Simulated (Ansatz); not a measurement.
**Forces on a displaced structure**

CH4ISi (SMILES [SiH3][CH+]I) (charge +1), singlet, displaced at random from a GFN2-xTB minimum.

Si1  (-0.727, 0.546, -0.192)
C2  (0.756, -0.597, 0.050)
I3  (1.841, -0.926, 1.752)
H4  (-1.659, -0.407, -0.667)
H5  (-0.188, 1.414, -1.352)
H6  (-1.114, 1.155, 1.113)
H7  (1.158, -1.134, -0.836)
(Å)

Computed with Ansatz 0.2.0 (basis: def2-TZVPP); correlated methods freeze the cores. Filled d shells of the heavier atoms are correlated. Core potentials replace the inner electrons of the atoms past krypton. The def2 sets are not built for correlating such inner shells, so the correlated values are less sure here.

CCSD(T) forces from the calculation:
```csv
atom,Fx,Fy,Fz (eV/Å)
Si1,0.661,1.482,-0.108
C2,1.566,-0.647,0.784
I3,-0.906,0.233,-1.395
H4,-0.975,-0.817,-0.479
H5,-0.420,-0.432,0.960
H6,0.222,0.006,-0.424
H7,-0.149,0.175,0.660
```

(1) Which atom feels the largest CCSD(T) force, and how large is it?

No T1 diagnostic of these runs exceeds 0.030. The T1 diagnostic is large here, which may signal multireference character or strong orbital relaxation, so CCSD(T) is less sure. These are differences at one structure, and CCSD(T) in triple zeta is itself an approximation.

Answers

(1) C2, 1.87 eV/Å, along (0.84, -0.35, 0.42).

Root-mean-square difference of the force components from those of CCSD(T): PBE0-D4 0.147; wB97M-V 0.085; r2SCAN-D4 0.224; PBE-D4 0.299; BLYP-D4 0.314; BHLYP-D4 0.111 eV/Å.

For scale, one of the runs: CCSD(T)/def2-TZVPP forces, 179 basis functions (an equivalent command: `ansatz run in.yaml --threads 4`). The run took 2.8 min on 4 CPU threads (shared host), with 3.5 GiB of host memory at its peak.
